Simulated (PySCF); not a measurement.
Input of a response calculation (the driver script's job line, then coordinates in Å):

```
{"job": {"kind": "uv", "xc": "B3LYP", "basis": "def2-SVPD", "ip": false, "nstates": 10}, "charge": 0, "multiplicity": 1}
Si     0.756554     1.359878     0.551264
H      0.707600     1.418135     2.046001
C      2.555970     1.315662    -0.000973
H      3.074722     0.456625     0.451717
H      3.090665     2.233884     0.289862
H      2.632268     1.217258    -1.095824
C     -0.061692     2.903630    -0.147464
H     -1.107629     2.974701     0.188372
H     -0.059587     2.896056    -1.248920
H      0.468116     3.812712     0.179485
N     -0.095994    -0.080149     0.057309
C     -0.207010    -0.344112    -1.371781
C      0.548028    -1.600683    -1.804814
C     -1.656515    -0.358149    -1.855116
C     -0.652522    -1.066663     0.976210
C      0.420982    -1.729748     1.837446
C     -1.781664    -0.490208     1.828079
H      0.283476     0.505509    -1.882588
H      0.116247    -2.506274    -1.349861
H      0.508164    -1.730493    -2.897377
H      1.603529    -1.540235    -1.500311
H     -2.221565    -1.188921    -1.403158
H     -2.160768     0.580970    -1.583147
H     -1.710276    -0.479729    -2.948198
H     -1.099021    -1.862113     0.355424
H      0.903835    -0.992204     2.498223
H      1.200932    -2.180101     1.205887
H     -0.006686    -2.519114     2.475837
H     -2.239546    -1.265277     2.462898
H     -1.407238     0.305835     2.490718
H     -2.564784    -0.057402     1.188281
```

Its output, with some lines taken out ([cut]) and without the SCF cycles:

```
converged SCF energy = -661.4710457560

Static polarisability (au): isotropic 132.972, principal 130.540 131.982 136.395

Singlet excitations
state   eV       nm        f      main configurations
  1   5.1886    239.0   0.02196   H->L 0.99
  2   5.5316    224.1   0.00007   H->L+1 0.99
[cut]
[cut]
  5   6.4023    193.7   0.00023   H->L+5 0.68, H->L+4 0.25
  6   6.4958    190.9   0.05911   H->L+4 0.72, H->L+5 0.26
[cut]
  8   6.6519    186.4   0.03553   H->L+8 0.98
  9   6.7105    184.8   0.05791   H->L+7 0.98
 10   6.9072    179.5   0.00243   H->L+9 0.89

Triplet excitations (Tamm-Dancoff, eV): 5.1558 5.5007 5.6731 5.7772
```

Theory: PySCF 2.14.0, density-fitted response routines, TDDFT B3LYP/def2-SVPD, vertical, gas phase, core orbitals frozen in the response. Geometry: PBE0-D3(BJ)/def2-SVP, one conformer, isolated molecule.

Q: What stood in the cut lines?

A: 
```
  3   5.8028    213.7   0.00114   H->L+3 0.84, H->L+2 0.15
  4   5.8245    212.9   0.00475   H->L+2 0.85, H->L+3 0.15
  7   6.5487    189.3   0.00375   H->L+6 0.97
```

Q: What is the gap between the lowest singlet and the lowest triplet?

A: 5.1886 − 5.1558 = 0.0328 eV (full response against Tamm–Dancoff).

Q: Give the energy of state 9 in hartree, cm⁻¹ and kJ/mol.

A: 0.24661 hartree, 54124 cm⁻¹, 647.5 kJ/mol.

Q: What is the polarisability anisotropy, √(½[(α1 − α2)² + (α2 − α3)² + (α3 − α1)²])?

A: 5.28 au.

Q: Write the structure that the coordinates describe.

A: SiHMe2(NiPr2), `[H][Si](C)(C)N(C(C)C)C(C)C` (C8H21NSi).

H and L stand for HOMO and LUMO.

Without π bonds the low states are Rydberg-like; a valence basis with one diffuse set may place them up to an eV too high.
